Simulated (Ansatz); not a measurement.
Consider the silylene formation by 1,1-elimination: `CB(N)[SiH2]O` → `CB(N)O` + `[SiH2]`.

Computed with Ansatz on PBE0-D4/def2-TZVP structures; ΔE is electronic, products minus reactants. CBS: MP2 limit from def2 TZ/QZ plus the TZ coupled-cluster correction, frozen cores. This one scheme is used for every species. DFT in def2-TZVPP. One conformer a species, not always the lowest.

```
             level  ΔE (kcal/mol)
            PBE-D4           45.3
           PBE0-D4           46.2
               PBE           43.3
            r2SCAN           47.3
SCS-MP2/def2-TZVPP           43.1
     HF/def2-QZVPP           36.7
SCS-MP2/def2-QZVPP           44.4
      HF/CBS(def2)           36.7
```

(1) What does CCSD(T)/CBS give? (Estimate.)

Largest T1 diagnostic among the species: 0.014.

## Answers

(1) Computed: +43.5 kcal/mol. The listed levels differ from it by 1.8, 2.7, -0.2, 3.8, -0.4, -6.8, 0.9, -6.8 kcal/mol.

In def2-TZVPP, CCSD(T) changes the Hartree–Fock value by +5.0 kcal/mol (the triples alone add +1.3 kcal/mol) and MP2 by +9.3 kcal/mol. From PBE to PBE0 (25 % exact exchange), in def2-TZVPP and without D4, ΔE moves by +1.2 kcal/mol. The D4 term adds +3.1 kcal/mol with B3LYP and +1.8 kcal/mol with PBE0; it sums over pairs of atoms, weighted by their polarisabilities, and B3LYP, whose exchange is more repulsive, gets the larger term.

B3LYP here is the variant with VWN-RPA as its local correlation; programs differ in this.
